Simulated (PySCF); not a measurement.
Trend along the alkali metals: MIn cations

PBE with double-zeta basis sets in PySCF, for the lowest determinant that a PBE0 search found; no spin–orbit coupling. De refers to high-spin ground-configuration atoms (the charge goes to the atom of lower measured ionisation energy or higher electron affinity, which is not always the lowest computed limit). A positive dipole points towards In; it is taken about the centre of mass and depends on that origin.

```csv
M,basis,charged atom,state (unpaired electrons),Re (Å),ωe (cm⁻¹),De (eV),μ (D)
Li,cc-pVDZ/cc-pVDZ-PP,Li+,doublet (σ ↑),3.280,180,1.42,-8.83
Na,def2-SVPD,Na+,doublet (σ ↑),3.617,89.6,1.15,-7.85
K,x2c-SVPall,K+,doublet (σ ↑),4.128,62.2,0.72,-9.71
Rb,def2-SVP,Rb+,doublet (σ ↑),4.228,43.7,0.58,-6.85
Cs,def2-SVP,Cs+,doublet (σ ↑),4.457,38.9,0.48,-5.55
```

The shortest bond is that of LiIn⁺ (3.280 Å), the longest that of CsIn⁺ (4.457 Å).

The rows differ in basis set, which adds steps of its own.

Down a group the atoms grow and get heavier, so bonds lengthen and wavenumbers fall; this series shows no clear exception.

Weak bonds: CsIn⁺. Basis-set superposition, not corrected here, can be much of De in a small basis, most of all at correlated wavefunction levels. These are scalar-relativistic numbers at best; spin–orbit coupling would shift them, the dissociation energy most. For an ion De counts to the pair picked by the measured ionisation energies or electron affinities, which need not be the lowest pair at this level. States were picked by a PBE0 search and need not be the measured ground states.
